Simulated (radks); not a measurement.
Values are calculated unless marked as measured or tabulated.
Excited configurations of the aluminium ion Al2+: one electron is placed in a higher orbital outside [Ne]. The ground configuration is [Ne] 3s1. Level of theory: non-relativistic Kohn-Sham, BLYP, spin-polarised, spherical densities, point nucleus; open shells are filled with parallel spins first (a radial shooting solver on a logarithmic mesh with Libxc functionals). Excitation = E - E(ground); binding = E(ion) - E, where the ion is the core of charge +3; n* = 3/sqrt(2 binding) in atomic units, and the quantum defect is n - n*.

outer orbital  excitation (eV)  binding (eV)     n*  quantum defect  eigenvalue (eV)  <r> (bohr)
3p                       6.620        22.391  2.339           0.661          -18.433       2.501
4s                      15.475        13.535  3.008           0.992          -11.558       4.642
4p                      17.633        11.378  3.281           0.719           -9.602       5.215
4d                      20.477         8.534  3.788           0.212           -7.048       6.321
4f                      21.259         7.751  3.975           0.025           -6.236       5.878
5p                      22.100         6.910  4.210           0.790           -5.906       8.803
5d                      23.425         5.586  4.682           0.318           -4.714       10.30
6p                      24.341         4.669  5.121           0.879           -4.020       13.26
6f                      25.296         3.714  5.742           0.258           -3.145       15.04
7s                      25.324         3.687  5.763           1.237           -3.200       17.30

Estimate the row for 5s.

Answer. excitation (eV) 21.142; binding (eV) 7.869; n* 3.945; quantum defect 1.055; eigenvalue (eV) -6.770; <r> (bohr) 7.979. The Delta-SCF ionisation energy is 29.010 eV (NIST Atomic Spectra Database: 28.448 eV, measured). Self-interaction in the functional shifts the binding energies and quantum defects, so they are the method's values and not measured ones.
